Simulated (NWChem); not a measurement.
# CH3O2 cation; SMILES O=C[OH2+]

```xyz
6

O     -0.2757     1.2351    -0.0725
C      0.4625     0.3609    -0.0140
O     -0.1677    -1.0858     0.0368
H      1.5542     0.2066    -0.0011
H      0.3223    -1.8936     0.2929
H     -1.1415    -1.1597     0.1267
```
Atoms are numbered in this order, from 1.

Results from NWChem. Pople sets run with spherical d functions. Structure relaxed at the PBE0/def2-SVP level. Vzz is the largest principal value of the second derivative of the potential at the nucleus (NWChem prints the opposite sign); η is the asymmetry. Non-relativistic.

**Question.** Estimate the computed values for Hartree-Fock/6-31G*. Quantities: Vzz O1 (a.u.); η O1; Vzz O3 (a.u.); η O3.

**Answer.** The vzz O1 (a.u.) is -1.453. The η O1 comes out as 0.71 and the vzz O3 (a.u.) comes out as -1.967. The η O3 comes out as 0.16.
